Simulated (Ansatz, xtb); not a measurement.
Two structures of AlClH3Si2−

Structure X: a singlet given by its coordinates. Structure Y: a singlet given by its coordinates. Both are isolated ions in the gas phase, relaxed with B3LYP-D3(BJ)/def2-SVPD.

X (Å):

```xyz
7

Al   -1.5327    0.3784   -0.8315
Cl   -2.4679   -1.0092    0.6364
Si    0.7302    1.3134   -0.4608
Si   -0.9936    2.7208   -0.2311
H    -2.0612   -0.0301   -2.2793
H     1.7166    1.2369    0.6947
H    -1.0679    3.5114    1.0663
```

Close contacts (Å): Al1–Cl2 2.23, Al1–Si3 2.48, Al1–Si4 2.48, Si3–Si4 2.24, Al1–H5 1.59, Si3–H6 1.52, Si4–H7 1.52.

Y (Å):

```json
{"atom": "Al", "x (Å)": "1.2722", "y (Å)": "-1.3951", "z (Å)": "-0.1928"}
{"atom": "Cl", "x (Å)": "2.5847", "y (Å)": "-3.2054", "z (Å)": "-0.1467"}
{"atom": "Si", "x (Å)": "-0.9132", "y (Å)": "0.6734", "z (Å)": "0.1988"}
{"atom": "Si", "x (Å)": "-0.7500", "y (Å)": "-1.3365", "z (Å)": "1.0957"}
{"atom": "H", "x (Å)": "-0.0318", "y (Å)": "1.4393", "z (Å)": "-0.7596"}
{"atom": "H", "x (Å)": "-2.0540", "y (Å)": "1.6352", "z (Å)": "0.4619"}
{"atom": "H", "x (Å)": "2.0340", "y (Å)": "-0.3912", "z (Å)": "-1.1875"}
```

Close contacts (Å): Al1–Cl2 2.24, Al1–Si4 2.40, Si3–Si4 2.21, Al1–H7 1.61, Si3–H5 1.51, Si3–H6 1.52.

Quicker runs give these differences E(Y) − E(X): GFN2-xTB +0.111 eV; HF/STO-3G +0.091 eV (at GFN2-xTB geometries); r2SCAN-D4/def2-SVPD −0.324 eV (at GFN2-xTB geometries).

Task: Estimate E(Y) − E(X) at the level CCSD(T)/def2-SVPD + ΔMP2/def2-TZVPPD.

Result: Calculated at CCSD(T)/def2-SVPD + ΔMP2/def2-TZVPPD: E(Y) − E(X) = −0.272 eV, so structure Y lies lower.

Level by level:

| level | geometry | E(Y) − E(X) (eV) | departure from the last row (eV) | job, with rough time for the two |
| --- | --- | --- | --- | --- |
| GFN2-xTB | GFN2-xTB | +0.111 | +0.383 | optimisation, 0.71 s |
| HF/STO-3G | GFN2-xTB | +0.091 | +0.362 | single point, 0.46 s |
| r2SCAN-D4/def2-SVPD | GFN2-xTB | −0.324 | −0.053 | single point, 4.4 s |
| B3LYP-D3(BJ)/def2-SVPD | B3LYP-D3(BJ)/def2-SVPD | −0.237 | +0.035 | optimisation, 2.2 min |
| HF/def2-SVPD | B3LYP-D3(BJ)/def2-SVPD | −0.329 | −0.057 | part of the CCSD(T) run |
| MP2/def2-SVPD | B3LYP-D3(BJ)/def2-SVPD | −0.280 | −0.008 | part of the CCSD(T) run |
| CCSD(T)/def2-SVPD | B3LYP-D3(BJ)/def2-SVPD | −0.248 | +0.023 | single point |
| CCSD(T)/def2-SVPD + ΔMP2/def2-TZVPPD | B3LYP-D3(BJ)/def2-SVPD | −0.272 |  | single point, 31 s |

GFN2-xTB, HF/STO-3G put the two in the other order. The largest departure from CCSD(T)/def2-SVPD + ΔMP2/def2-TZVPPD is that of GFN2-xTB, 0.383 eV. The last row adds to CCSD(T) the change of the MP2 difference between the two basis sets, here −0.023 eV.

With harmonic frequencies from B3LYP-D3(BJ)/def2-SVPD (ideal gas, rigid rotor, one conformer each, 298.15 K, 1 atm): on the last row, ΔE + ΔZPE = −0.241 eV. A mode under 50 cm⁻¹ makes harmonic enthalpies and free energies unreliable, so none is given.

The correlated steps freeze 20 core orbitals. Run with Ansatz 0.2.0, xtb 6.7.1; the last row on 2 threads of Intel(R) Xeon(R) Platinum 8259CL CPU @ 2.50GHz (Skylake/Cascade Lake) on a shared host.
